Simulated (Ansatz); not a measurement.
Consider the silylene formation by 1,1-elimination: `C[SiH2]S[SiH2]Cl` → `S[SiH2]Cl` + `C[SiH]`.

Computed with Ansatz on PBE0-D4/def2-TZVP structures; ΔE is electronic, products minus reactants. CCSD(T)/CBS is the MP2 limit (def2-TZVPP, def2-QZVPP) plus CCSD(T) − MP2 in def2-TZVPP, frozen cores. This one scheme is used for every species. DFT in def2-TZVPP. One conformer a species, not always the lowest.

`C[SiH2]S[SiH2]Cl`:

```xyz
12

C     0.243   -0.989   -1.750
Si   -0.234    0.634   -0.974
S     1.154    1.215    0.562
Si    0.013    0.371    2.138
Cl    1.206    0.256    3.801
H     1.240   -0.924   -2.191
H    -0.467   -1.259   -2.537
H     0.251   -1.786   -1.003
H    -0.239    1.732   -1.972
H    -1.584    0.541   -0.349
H    -1.155    1.212    2.479
H    -0.429   -1.003    1.795
```

`S[SiH2]Cl`:

Z-matrix (Å, degrees):
```
Si
Cl 1 2.054
S 1 2.120 2 112.9
H 1 1.478 2 108.5 3 -116.6
H 1 1.479 2 106.5 3 122.3
H 3 1.344 1 94.3 2 70.4
```

`C[SiH]`:

```xyz
6

C    -0.475   -0.115   -0.201
Si    1.390   -0.430   -0.166
H    -0.896   -0.271    0.800
H    -1.014   -0.740   -0.915
H    -0.665    0.940   -0.437
H     1.660    0.616    0.919
```

| level | ΔE (eV) |
| --- | --- |
| r2SCAN | 3.26 |
| MP2/def2-TZVPP | 3.28 |

What does CCSD(T)/CBS give? (Estimate.)

Computed: +3.12 eV. The listed levels differ from it by 0.14, 0.16 eV.

Largest T1 diagnostic among the species: 0.012.

In def2-TZVPP, CCSD(T) changes the Hartree–Fock value by +0.15 eV (the triples alone add +0.05 eV) and MP2 by +0.41 eV. From PBE to PBE0 (25 % exact exchange), in def2-TZVPP and without D4, ΔE moves by +0.14 eV.
